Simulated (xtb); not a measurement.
xtb input (GFN2-xTB):

```bash
xtb mol.xyz --gfn 2 --ohess tight --chrg 1 --uhf 0
```
mol.xyz:
```
3

Ga     0.11948695    -0.03012924     0.01373408
F     -0.21508970     1.42511825    -1.23121426
F      0.14423974    -1.37083847     1.23816180
```

End of the output:

```
optimized geometry written to: xtbopt.xyz

           -------------------------------------------------
          | TOTAL ENERGY              -10.176491604171 Eh   |
          | TOTAL ENTHALPY            -10.168745180013 Eh   |
          | TOTAL FREE ENERGY         -10.198982992475 Eh   |
          | GRADIENT NORM               0.000038821188 Eh/α |
          | HOMO-LUMO GAP               2.365982844368 eV   |
           -------------------------------------------------

------------------------------------------------------------------------
------------------------------------------------------------------------
 total:
 SCF:
 ANC optimizer:
 analytical hessian:
```
